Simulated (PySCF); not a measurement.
## A small calculation by hand: chemical shift, span and skew from a shielding tensor

CH4AlFS, SMILES [CH3][Al]([F])[SH]. Atoms are numbered in the order given.

```xyz
8

Al    -0.1174    -0.4053     0.0000
F     -1.7214    -0.8671     0.0000
C      1.2754    -1.7572     0.0000
H      1.1775    -2.4067    -0.8864
H      2.2907    -1.3305     0.0000
H      1.1775    -2.4067     0.8864
S      0.1983     1.7578     0.0000
H      1.5475     1.6360     0.0000
```

The structure is a stationary point at B3LYP-D3(BJ)/def2-SVP. One conformer was computed; it need not be the lowest.

GIAO shieldings from B3LYP/pcSseg-1 (PySCF), non-relativistic, no solvent. The symmetric part of the tensor of F2 has the principal values 208.5, 327.2, 381.9 ppm. The same nucleus in CFCl3 has σ = 161.7 ppm at this level (PySCF, at its B3LYP-D3(BJ)/def2-TZVP geometry).

Q: Work out the isotropic shielding, the ¹⁹F shift against CFCl3, the span and the skew.

A: 
σ(iso) = (σ11 + σ22 + σ33)/3 = 305.9 ppm. δ = σ(ref) − σ(iso) = 161.7 − (305.9) = -144.2 ppm.
Span Ω = σ33 − σ11 = 173.4 ppm. Skew κ = 3(σ(iso) − σ22)/Ω = -0.37. Tumbling in solution averages the tensor to δ; in a static solid the shielding alone would spread this spin-1/2 line over Ω.
